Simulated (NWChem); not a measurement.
System: hydrogen iodide (HI); SMILES I

NWChem input:

```
start job
memory heap 200 mb stack 900 mb global 1100 mb
geometry units angstroms noautoz
  I      0.000000     0.000000     0.052007
  H      0.000000     0.000000    -1.565186
end
basis spherical
  * library def2-svp
end
ecp
  I library def2-ecp
end
dft
  xc pbe0
  iterations 150
  mulliken
end
task dft gradient
```

Excerpt of the output:

```
             Northwest Computational Chemistry Package (NWChem) 7.3.0
             --------------------------------------------------------

 ORDER OF PRIMARY AXIS IS BEING SET TO 4
 C4V symmetry detected

                             Geometry "geometry" -> ""
                             -------------------------

 Output coordinates in angstroms (scale by  1.889725989 to convert to a.u.)

  No.       Tag          Charge          X              Y              Z
 ---- ---------------- ---------- -------------- -------------- --------------
    1 I                   53.0000     0.00000000     0.00000000     0.02994802
    2 H                    1.0000     0.00000000     0.00000000    -1.58724498

 Effective nuclear repulsion energy (a.u.)      17.3426388792

      Symmetry information
      --------------------

 Group name             C4v
 Group number             18
 Group order               8
 No. of unique centers     2

                                 NWChem DFT Module
                                 -----------------

 Summary of "ao basis" -> "ao basis" (spherical)
 ------------------------------------------------------------------------------
       Tag                 Description            Shells   Functions and Types
 ---------------- ------------------------------  ------  ---------------------
 I                          def2-svp                10       26   4s4p2d
 H                          def2-svp                 3        5   2s1p

      Symmetry analysis of basis
      --------------------------

        a1         13
        a2          0
        b1          2
        b2          2
        e          14

            General Information
            -------------------
          SCF calculation type: DFT
          Wavefunction type:  closed shell.
          No. of atoms     :     2
          No. of electrons :    26
           Alpha electrons :    13
            Beta electrons :    13
          Charge           :     0
          Spin multiplicity:     1
          Use of symmetry is: on ; symmetry adaption is: on
          Maximum number of iterations: 150
          AO basis - number of functions:    31
                     number of shells:    13
          Convergence on energy requested:  1.00D-06
          Convergence on density requested:  1.00D-05
          Convergence on gradient requested:  5.00D-04

              XC Information
              --------------
                         PBE0 Method XC Functional
                     Hartree-Fock (Exact) Exchange  0.250
          PerdewBurkeErnzerhof Exchange Functional  0.750
            Perdew 1991 LDA Correlation Functional  1.000 local
           PerdewBurkeErnz. Correlation Functional  1.000 non-local

             Grid Information
             ----------------
          Grid used for XC integration:  medium
          Radial quadrature: Mura-Knowles
          Angular quadrature: Lebedev.
          Tag              B.-S. Rad. Rad. Pts. Rad. Cut. Ang. Pts.
          ---              ---------- --------- --------- ---------
          I                   1.40      123           7.0       590
          H                   0.35       45           7.0       434
          Grid pruning is: on
          Number of quadrature shells:   168
          Spatial weights used:  Erf1

      Superposition of Atomic Density Guess
      -------------------------------------

 Sum of atomic energies:        -347.62639888

      Non-variational initial energy
      ------------------------------

 Total energy =    -297.168365
 1-e energy   =    -534.099297
 2-e energy   =     228.750442
 HOMO         =      -0.350961
 LUMO         =       0.037860

      Symmetry analysis of molecular orbitals - initial
      -------------------------------------------------

 !! scf_movecs_sym_adapt:    4 vectors were symmetry contaminated

  Symmetry fudging
  Numbering of irreducible representations:

     1 a1          2 a2          3 b1          4 b2          5 e

  Orbital symmetries:

     1 a1          2 a1          3 e           4 e           5 a1
     6 e           7 e           8 b2          9 b1         10 a1
    11 a1         12 e          13 e          14 a1         15 a1
    16 a1         17 e          18 e          19 e          20 e
    21 b2         22 b1         23 a1

     ---------------------------------------------
      Total Density - Mulliken Population Analysis
     ---------------------------------------------

    Atom       Charge   Shell Charges
 -----------   ------   -------------------------------------------------------
    1 I   25    25.26   1.83  0.22  1.22  0.67  2.93  3.13  2.61  2.65  9.82  0.19
    2 H    1     0.74   0.50  0.22  0.02

   convergence    iter        energy       DeltaE   RMS-Dens  Diis-err
 ---------------- ----- ----------------- --------- --------- ---------
 d= 0,ls=0.0,diis     1   -298.2898558493 -3.06D+02  1.68D-02  8.94D-02
 d= 0,ls=0.0,diis     2   -298.2982009938 -8.35D-03  7.40D-03  4.31D-02
 d= 0,ls=0.0,diis     3   -298.3063517067 -8.15D-03  1.59D-03  1.81D-03
 d= 0,ls=0.0,diis     4   -298.3066929652 -3.41D-04  2.45D-04  3.23D-05
 d= 0,ls=0.0,diis     5   -298.3066957956 -2.83D-06  4.09D-05  1.70D-06
 d= 0,ls=0.0,diis     6   -298.3066960176 -2.22D-07  5.89D-06  2.11D-08

         Total DFT energy =     -298.306696017641
      One electron energy =     -534.773086894725
           Coulomb energy =      250.871797343254
    Exchange-Corr. energy =      -22.585896503532
 Nuclear repulsion energy =        8.180490037363

 Numeric. integr. density =       25.999985426982

                  Occupations of the irreducible representations
                  ----------------------------------------------

                     irrep           alpha         beta
                     --------     --------     --------
                     a1                5.0          5.0
                     a2                0.0          0.0
                     b1                1.0          1.0
                     b2                1.0          1.0
                     e                 6.0          6.0

                       DFT Final Molecular Orbital Analysis
                       ------------------------------------

 Vector   11  Occ=2.000000D+00  E=-4.221390D-01  Symmetry=a1
              MO Center= -1.1D-16, -1.2D-16, -4.0D-01, r^2= 2.1D+00
   Bfn.  Coefficient  Atom+Function         Bfn.  Coefficient  Atom+Function
  ----- ------------  ---------------      ----- ------------  ---------------
    13      0.474596  1 I  pz                27     -0.384970  2 H  s
     3      0.274370  1 I  s                 16      0.264204  1 I  pz
     4      0.209400  1 I  s                 10     -0.194108  1 I  pz
    28     -0.181255  2 H  s                  7     -0.158807  1 I  pz
     1     -0.118665  1 I  s                  2     -0.115079  1 I  s

 Vector   12  Occ=2.000000D+00  E=-2.875449D-01  Symmetry=e
              MO Center=  5.2D-16, -8.1D-17,  5.6D-03, r^2= 2.0D+00
   Bfn.  Coefficient  Atom+Function         Bfn.  Coefficient  Atom+Function
  ----- ------------  ---------------      ----- ------------  ---------------
    11      0.615020  1 I  px                14      0.550342  1 I  px
     8     -0.249163  1 I  px                 5     -0.201969  1 I  px
    12     -0.028663  1 I  py                15     -0.025649  1 I  py

 Vector   13  Occ=2.000000D+00  E=-2.875449D-01  Symmetry=e
              MO Center= -4.4D-16, -3.6D-16,  5.6D-03, r^2= 2.0D+00
   Bfn.  Coefficient  Atom+Function         Bfn.  Coefficient  Atom+Function
  ----- ------------  ---------------      ----- ------------  ---------------
    12      0.615020  1 I  py                15      0.550342  1 I  py
     9     -0.249163  1 I  py                 6     -0.201969  1 I  py
    11      0.028663  1 I  px                14      0.025649  1 I  px

 Vector   14  Occ=0.000000D+00  E=-2.609411D-02  Symmetry=a1
              MO Center= -1.7D-16, -7.9D-17, -6.7D-01, r^2= 3.3D+00
   Bfn.  Coefficient  Atom+Function         Bfn.  Coefficient  Atom+Function
  ----- ------------  ---------------      ----- ------------  ---------------
    28      1.152569  2 H  s                 16      0.930736  1 I  pz
     4     -0.549847  1 I  s                 13      0.372950  1 I  pz
    27      0.357601  2 H  s                  3     -0.261684  1 I  s
    10     -0.155688  1 I  pz                 7     -0.124242  1 I  pz
    24      0.115125  1 I  d  0               2      0.111548  1 I  s

 Vector   15  Occ=0.000000D+00  E= 2.556053D-01  Symmetry=a1
              MO Center=  9.7D-17,  1.9D-16, -5.8D-01, r^2= 3.0D+00
   Bfn.  Coefficient  Atom+Function         Bfn.  Coefficient  Atom+Function
  ----- ------------  ---------------      ----- ------------  ---------------
     3      1.762476  1 I  s                  4     -1.507606  1 I  s
    27      0.475434  2 H  s                 24      0.396107  1 I  d  0
    28     -0.394334  2 H  s                  2     -0.311305  1 I  s
    16      0.256231  1 I  pz                 1     -0.246722  1 I  s
    19     -0.184518  1 I  d  0              13     -0.152110  1 I  pz

 Vector   16  Occ=0.000000D+00  E= 3.278667D-01  Symmetry=a1
              MO Center=  1.0D-16,  2.1D-17, -3.0D-02, r^2= 4.2D+00
   Bfn.  Coefficient  Atom+Function         Bfn.  Coefficient  Atom+Function
  ----- ------------  ---------------      ----- ------------  ---------------
     4      1.679862  1 I  s                  3     -1.483782  1 I  s
    28     -0.967410  2 H  s                 13     -0.855109  1 I  pz
    16      0.488213  1 I  pz                27      0.407266  2 H  s
    24      0.265388  1 I  d  0               2      0.263012  1 I  s
     1      0.209530  1 I  s                 10      0.177569  1 I  pz

     ---------------------------------------------
      Total Density - Mulliken Population Analysis
     ---------------------------------------------

    Atom       Charge   Shell Charges
 -----------   ------   -------------------------------------------------------
    1 I   25    25.09   1.83  0.22  1.33  0.58  2.93  3.12  2.61  2.44  9.80  0.23
    2 H    1     0.91   0.66  0.23  0.02

     -------------------------------------------
      Total Density - Lowdin Population Analysis
     -------------------------------------------

    Atom       Charge   Shell Charges
 -----------   ------   -------------------------------------------------------
    1 I   25    25.00   1.25  0.73  1.06  0.81  2.77  3.19  2.50  2.66  9.48  0.55
    2 H    1     1.00   0.58  0.36  0.06

     Multipole analysis of the density
     ---------------------------------

     L   x y z        total         alpha         beta         nuclear
     -   - - -        -----         -----         ----         -------
     0   0 0 0     -0.000000    -13.000000    -13.000000     26.000000

     1   1 0 0      0.000000      0.000000      0.000000      0.000000
     1   0 1 0     -0.000000     -0.000000     -0.000000      0.000000
     1   0 0 1     -0.260427      0.662096      0.662096     -1.584619

     2   2 0 0    -21.198897    -10.599449    -10.599449      0.000000
     2   1 1 0      0.000000      0.000000      0.000000      0.000000
     2   1 0 1      0.000000      0.000000      0.000000      0.000000
     2   0 2 0    -21.198897    -10.599449    -10.599449      0.000000
     2   0 1 1      0.000000      0.000000      0.000000      0.000000
     2   0 0 2    -17.563203    -13.320011    -13.320011      9.076820

            General Information
            -------------------
          SCF calculation type: DFT
          Wavefunction type:  closed shell.
          No. of atoms     :     2
          No. of electrons :    26
           Alpha electrons :    13
            Beta electrons :    13
          Charge           :     0
          Spin multiplicity:     1
          Use of symmetry is: on ; symmetry adaption is: on
          Maximum number of iterations: 150
          AO basis - number of functions:    31
                     number of shells:    13
          Convergence on energy requested:  1.00D-06
          Convergence on density requested:  1.00D-05
          Convergence on gradient requested:  5.00D-04

              XC Information
              --------------
                         PBE0 Method XC Functional
                     Hartree-Fock (Exact) Exchange  0.250
          PerdewBurkeErnzerhof Exchange Functional  0.750
            Perdew 1991 LDA Correlation Functional  1.000 local
           PerdewBurkeErnz. Correlation Functional  1.000 non-local

             Grid Information
             ----------------
          Grid used for XC integration:  medium
          Radial quadrature: Mura-Knowles
          Angular quadrature: Lebedev.
          Tag              B.-S. Rad. Rad. Pts. Rad. Cut. Ang. Pts.
          ---              ---------- --------- --------- ---------
          I                   1.40      123           7.0       590
          H                   0.35       45           7.0       434
          Grid pruning is: on
          Number of quadrature shells:   168
          Spatial weights used:  Erf1

          Convergence Information
          -----------------------
          Convergence aids based upon iterative change in
          total energy or number of iterations.
          Levelshifting, if invoked, occurs when the
          HOMO/LUMO gap drops below (HL_TOL):  1.00D-02
          DIIS, if invoked, will attempt to extrapolate
          using up to (NFOCK): 10 stored Fock matrices.

                    Damping( 0%)  Levelshifting(0.5)       DIIS
                  --------------- ------------------- ---------------
          dE  on:    start            ASAP                start
          dE off:    2 iters        150 iters           150 iters

                            NWChem DFT Gradient Module
                            --------------------------

  charge          =   0.00
  wavefunction    = closed shell

  Using symmetry

                         DFT ENERGY GRADIENTS

    atom               coordinates                        gradient
                 x          y          z           x          y          z
   1 I       0.000000   0.000000   0.056594    0.000000   0.000000  -0.000003
   2 H       0.000000   0.000000  -2.999458    0.000000   0.000000   0.000003
```

Level: PBE0/def2-SVP with def2 effective core potentials on I. All runs use the structure optimised with PBE0/def2-SVP. def2 effective core potentials on I; no spin-orbit coupling.
